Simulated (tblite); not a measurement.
Problem. Write Cartesian coordinates for `C#CCN[Si@H]1C[C@H](C#N)C1` as optimised with GFN2-xTB.

Solution. 
```
atom  x, y, z in Å
C1     4.4079    0.6062    0.5334
C2     3.4821   -0.0638    0.1783
C3     2.3269   -0.8621   -0.1874
N4     1.1597   -0.4675    0.5787
Si5   -0.4333   -0.7708    0.0262
C6    -1.7462    0.1052    1.0876
C7    -2.2495    0.8823   -0.1531
C8    -3.5172    0.3761   -0.5899
N9    -4.5178   -0.0548   -0.9415
C10   -1.1380    0.5353   -1.1770
H11    5.2337    1.1873    0.8180
H12    2.1009   -0.7116   -1.2462
H13    2.5707   -1.9257   -0.0402
H14    1.3453   -0.4786    1.5710
H15   -0.7547   -2.1536   -0.3523
H16   -2.5155   -0.5174    1.5365
H17   -1.3734    0.7786    1.8551
H18   -2.3523    1.9563    0.0241
H19   -1.5363    0.1952   -2.1308
H20   -0.4983    1.3940   -1.3710
```

Orientation and origin are arbitrary. Atoms count from 1 in this order. The C–C distances run from 1.197 Å (C1≡C2, drawn triple) to 1.551 Å (C7–C10, drawn single), a spread of 0.354 Å. Si5 (SiH silicon) has angles from 77.4° to 116.9°. N4 (silicon-bound nitrogen) has angles 122.0°, 119.1° and 111.6°, sum 352.7°, 0.21 Å off the plane of its three neighbours. The 4-membered ring Si5–C6–C7–C10 has internal angles of 77.4° to 100.6° (sum 359°, against 360° for a flat polygon); it is slightly puckered (a soft mode that the optimisation may not have finished), 0.07 Å rms from its mean plane, widest ring torsion 10°.

Bonds between heavy atoms (Å): C1≡C2 1.197, C2–C3 1.451, C3–N4 1.451, N4–Si5 1.713, Si5–C6 1.902, C6–C7 1.548, C7–C8 1.433, C8≡N9 1.145, C7–C10 1.551, Si5–C10 1.911.

Computed geometry: GFN2-xTB, gas phase.

Point group: C1 (no symmetry element, even within 0.4 Å). Its GFN2-xTB frequencies are all real (lowest 21 cm⁻¹). The numbers are those of one conformer (C2–C3–N4–Si5 157°, C3–N4–Si5–C6 -171°, N4–Si5–C6–C7 120°, Si5–C6–C7–C8 107°, C6–C7–C10–Si5 10°, N4–Si5–C10–C7 -117°). 3 starts were optimised and ended at 0.00, 0.07 and 0.10 kcal/mol (GFN2-xTB); the lowest of these is shown.
